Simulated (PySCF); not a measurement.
These are TPSSh-D3(BJ)/def2-TZVP // PBE-D3(BJ)/def2-SVP run with PySCF values and carry that method's errors. Gas-phase values, no solvent. 

Reference species: [Zn(F)(CH3)] (neutral, multiplicity 1).

The charge on the central atom (meta-Löwdin) is 1.18 e. The charge on the central atom (Mulliken) is 0.57 e. The mean distance from the central atom to its bonded neighbours comes out as 1.838 Å and the HOMO comes out as -8.09 eV.

Changed species: [Zn(F)2] (0 of 2 F replaced by CH3; the reference has 1 of 2 F replaced by CH3).

Q: Predict the effect on the charge on the central atom (meta-Löwdin), charge on the central atom (Mulliken), mean distance from the central atom to its bonded neighbours and HOMO.

A: the charge on the central atom (meta-Löwdin) goes up by 0.24 e, to 1.42 e; the charge on the central atom (Mulliken) rises by 0.36 e, to 0.93 e; the mean distance from the central atom to its bonded neighbours decreases by 0.099 Å, to 1.739 Å; the HOMO drops by 1.34 eV, to -9.43 eV.
